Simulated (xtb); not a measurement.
BCl3, singlet, at a GFN2-xTB geometry; xtb with GFN1-xTB with ALPB(ether).

The xtb input:
```
$ xtb mol.xyz --gfn 1 --alpb ether --json

# file mol.xyz
4

B     -0.00012924     0.00017465    -0.01065182
Cl     0.02666439     1.72290836     0.02897049
Cl     1.47887022    -0.88426276    -0.03139692
Cl    -1.50549659    -0.83869697     0.00555932
```

What the program printed (banner, timings and long lists left out):

```
   ID    Z sym.   atoms
    1    5 B      1
    2   17 Cl     2-4

           -------------------------------------------------
          |                Calculation Setup                |
           -------------------------------------------------

           -------------------------------------------------
          |                 G F N 1 - x T B                 |
           -------------------------------------------------

      * Solvation model:               ALPB
        Solvent                        ether
        Parameter file                 internal GFN1-xTB/ALPB
        Dielectric constant                4.3300E+00
        Reference state                gsolv [1 M gas/solution]
        Free energy shift                  1.3619E-02 Eh       8.5463E+00 kcal/mol
        Temperature                        2.9815E+02 K
        Density                            7.1300E-01 kg/L
        Solvent mass                       7.4120E+01 g/mol
        Interaction kernel             P16
        Born radius scaling (c1)           1.8244E+00
        Born radii integrator          GBOBC
        Born offset                        0.0000E+00 a0       0.0000E+00 AA
        H-bond correction              true
        Ion screening                  false
        Surface tension                    1.0000E-05 Eh       1.5569E+01 dyn/cm
        Grid points                               230 per atom

          ...................................................
          :                      SETUP                      :
          :.................................................:
          :  # basis functions                  34          :
          :  # atomic orbitals                  31          :
          :  # shells                           11          :
          :  # electrons                        24          :
          :  # halogen bonds                     0          :
          :  max. iterations                   250          :
          :  Hamiltonian                  GFN1-xTB          :
          :  restarted?                      false          :
          :  GBSA solvation                   true          :
          :  PC potential                    false          :
          :  electronic temp.          300.0000000     K    :
          :  accuracy                    1.0000000          :
          :  -> integral cutoff          0.2500000E+02      :
          :  -> integral neglect         0.1000000E-07      :
          :  -> SCF convergence          0.1000000E-05 Eh   :
          :  -> wf. convergence          0.2000000E-04 e    :
          :  Broyden damping             0.4000000          :
          :  net charge                          0          :
          :  unpaired electrons                  0          :
          ...................................................

 iter      E             dE          RMSdq      gap      omega  full diag
   1    -14.2822341 -0.142822E+02  0.695E+00    6.56       0.0  T
   2    -14.3197883 -0.375542E-01  0.393E+00    5.66       1.0  T
   3    -14.3199629 -0.174630E-03  0.153E+00    5.46       1.0  T
   4    -14.3200973 -0.134402E-03  0.219E-01    5.59       1.0  T
   5    -14.3202327 -0.135398E-03  0.683E-02    5.51       1.0  T
   6    -14.3202455 -0.127341E-04  0.363E-03    5.53      13.8  T
   7    -14.3202455  0.523150E-08  0.456E-03    5.53      11.0  T
   8    -14.3202455 -0.592981E-07  0.708E-06    5.53    7066.0  T
   9    -14.3202455 -0.103029E-12  0.135E-06    5.53   37078.3  T

   *** convergence criteria satisfied after 9 iterations ***

         :::::::::::::::::::::::::::::::::::::::::::::::::::::
         ::                     SUMMARY                     ::
         :::::::::::::::::::::::::::::::::::::::::::::::::::::
         :: total energy             -14.273958443530 Eh    ::
         :: total w/o Gsasa/hb       -14.267319018469 Eh    ::
         :: gradient norm              0.021902198769 Eh/a0 ::
         :: HOMO-LUMO gap              5.531946283955 eV    ::
         ::.................................................::
         :: SCC energy               -14.320245528217 Eh    ::
         :: -> electrostatic           0.012245203004 Eh    ::
         :: -> Gsolv                  -0.006706226112 Eh    ::
         ::    -> Gelec               -0.000066801050 Eh    ::
         ::    -> Gsasa               -0.020258839653 Eh    ::
         ::    -> Ghb                  0.000000000000 Eh    ::
         ::    -> Gshift               0.013619414591 Eh    ::
         :: repulsion energy           0.047980462039 Eh    ::
         :: dispersion energy         -0.001693377352 Eh    ::
         :: halogen bond corr.         0.000000000000 Eh    ::
         :: add. restraining           0.000000000000 Eh    ::
         :: total charge               0.000000000000 e     ::
         :::::::::::::::::::::::::::::::::::::::::::::::::::::

           -------------------------------------------------
          |                Property Printout                |
           -------------------------------------------------

    * Orbital Energies and Occupations

         #    Occupation            Energy/Eh            Energy/eV
      -------------------------------------------------------------
         1        2.0000           -0.9402917             -25.5866
         2        2.0000           -0.9402917             -25.5866
         3        2.0000           -0.9375616             -25.5124
         4        2.0000           -0.6251218             -17.0104
         5        2.0000           -0.5491500             -14.9431
         6        2.0000           -0.5491500             -14.9431
         7        2.0000           -0.5371451             -14.6165
         8        2.0000           -0.4885446             -13.2940
         9        2.0000           -0.4885446             -13.2940
        10        2.0000           -0.4818945             -13.1130
        11        2.0000           -0.4818945             -13.1130
        12        2.0000           -0.4754591             -12.9379 (HOMO)
        13                         -0.2721638              -7.4060 (LUMO)
        14                         -0.1964842              -5.3466
        15                         -0.1227688              -3.3407
        16                         -0.1227688              -3.3407
        17                         -0.0688269              -1.8729
        18                         -0.0688269              -1.8729
        19                         -0.0687947              -1.8720
        20                         -0.0663221              -1.8047
        21                         -0.0663221              -1.8047
        22                         -0.0648486              -1.7646
        23                         -0.0633641              -1.7242
       ...                                ...                  ...
        31                          0.4417110              12.0196
      -------------------------------------------------------------
                  HL-Gap            0.2032953 Eh            5.5319 eV
             Fermi-level           -0.3738114 Eh          -10.1719 eV

  Mulliken/CM5 charges         n(s)   n(p)   n(d)
     1B     0.43553  0.20094   0.921  1.643  0.000
     2Cl   -0.14518 -0.06698   1.920  5.239 -0.014
     3Cl   -0.14518 -0.06698   1.920  5.239 -0.014
     4Cl   -0.14518 -0.06698   1.920  5.239 -0.014

Wiberg/Mayer (AO) data.
largest (>0.10) Wiberg bond orders for each atom

 ---------------------------------------------------------------------------
     #   Z sym  total        # sym  WBO       # sym  WBO       # sym  WBO
 ---------------------------------------------------------------------------
     1   5 B    3.373 --     4 Cl   1.124     2 Cl   1.124     3 Cl   1.124
     2  17 Cl   1.233 --     1 B    1.124
     3  17 Cl   1.233 --     1 B    1.124
     4  17 Cl   1.233 --     1 B    1.124
 ---------------------------------------------------------------------------

Topologies differ in total number of bonds
Writing topology from bond orders to xtbtopo.mol

 dipole moment from electron density (au)
     X       Y       Z
  -0.0002   0.0002  -0.0143  total (Debye):    0.036

           -------------------------------------------------
          | TOTAL ENERGY              -14.273958443530 Eh   |
          | GRADIENT NORM               0.021902198769 Eh/α |
          | HOMO-LUMO GAP               5.531946283955 eV   |
           -------------------------------------------------

normal termination of xtb
```
